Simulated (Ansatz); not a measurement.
Molecule: sum formula H2BO2Cl, charge 0, multiplicity 1. 
Geometry from a B3LYP-D3(BJ)/def2-TZVP (Ansatz, a first-principles code) optimisation:
```
B
O 1 1.3603
H 2 0.9621 1 116.06
O 1 1.3603 2 126.47 3 0.00
H 4 0.9621 1 116.06 2 0.00
Cl 1 1.7695 2 116.76 3 -180.00
```

Quantity: vertical triplet-singlet gap (E(triplet) - E(singlet); each state is the SCF solution reached for its spin), in eV. Cores are frozen in the correlated levels unless marked. UHF or UKS for open shells. No spin-orbit coupling. No relativistic terms. Basis-set limits of correlation are two-point, X^-3; Hartree-Fock from the larger set. [CCSD(T)-MP2]/basis is that difference in the basis named.

```tsv
level	program	vertical triplet-singlet gap (eV)
r2SCAN/def2-TZVPD	Ansatz	7.26
B3LYP/def2-TZVPD	Ansatz	7.41
```

Problem. What does RI-MP2/CBS(aug-cc-pV(T+d)Z,aug-cc-pV(Q+d)Z)+[CCSD(T)-MP2]/aug-cc-pV(T+d)Z (Ansatz) give?

Solution. 8.11 eV
